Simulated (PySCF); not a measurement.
H₅NOSiTe, SMILES N[Te]O[SiH3]. Atoms are numbered in the order given.

```xyz
9

Te    -0.6017     0.0468     0.5711
N     -0.6430     1.9589     0.0032
H      0.0146     2.5724     0.4768
H     -0.6532     2.1245    -0.9994
O      1.2316    -0.5388    -0.0314
Si     1.5435    -0.9511    -1.6166
H      0.7563    -2.1491    -2.0464
H      3.0013    -1.2472    -1.7245
H      1.2067     0.1780    -2.5446
```
Charge 0, spin multiplicity 1.

The structure is a stationary point at PBE0-D3(BJ)/def2-SVP. The structure was generated by enumeration, and PubChem lists no compound with its InChIKey, so it may never have been made. The def2 effective core potentials stand for the cores of Te; spin–orbit coupling is left out. Other conformers were not sampled.

Computed with PySCF with CAM-B3LYP/def2-TZVP.

ESP charges are fitted to the potential on shells at 1.4 to 2.0 van der Waals radii. Atomic charges (e):

```csv
atom,Löwdin,Mulliken,ESP fit
Te1,0.56,0.52,0.32
N2,-0.46,-0.66,-0.81
H3,0.14,0.25,0.37
H4,0.14,0.25,0.37
O5,-0.30,-0.56,-0.38
Si6,0.08,0.40,0.41
H7,-0.06,-0.06,-0.10
H8,-0.05,-0.05,-0.07
H9,-0.06,-0.08,-0.11
```

Computed Mayer and Wiberg (Löwdin basis) orders of the bonds:
| bond | Mayer | Wiberg |
|---|---|---|
| Te1–N2 | 1.11 | 1.54 |
| N2–H3 | 0.92 | 1.00 |
| N2–H4 | 0.92 | 1.00 |
| Te1–O5 | 0.82 | 1.21 |
| O5–Si6 | 1.11 | 1.70 |
| Si6–H7 | 0.95 | 0.97 |
| Si6–H8 | 0.96 | 0.97 |
| Si6–H9 | 0.95 | 0.97 |
